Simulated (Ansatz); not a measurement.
CH₅AlClFOSi, SMILES `[CH3][Al]([Cl])[SiH](O)F`, charge 0, multiplicity 1.

**Question.** Give a relaxed structure at PBE0-D4/def2-TZVP (Ansatz 0.2.0). (Best estimate.)

**Answer.** Ansatz gave: 
Cartesian coordinates in Å:
```
C 0.0725 0.8360 1.9193
Al 0.9532 0.1883 0.3122
Cl 3.0586 0.0647 0.3100
Si -0.1678 -0.5814 -1.7535
O -1.4882 -1.5175 -1.4654
F -0.6161 0.7445 -2.5514
H 0.7128 1.5209 2.4806
H -0.1616 -0.0051 2.5819
H -0.8698 1.3445 1.6972
H 0.6518 -1.3892 -2.6890
H -2.1454 -1.2056 -0.8420
```
This is one stationary point; other conformers may exist.
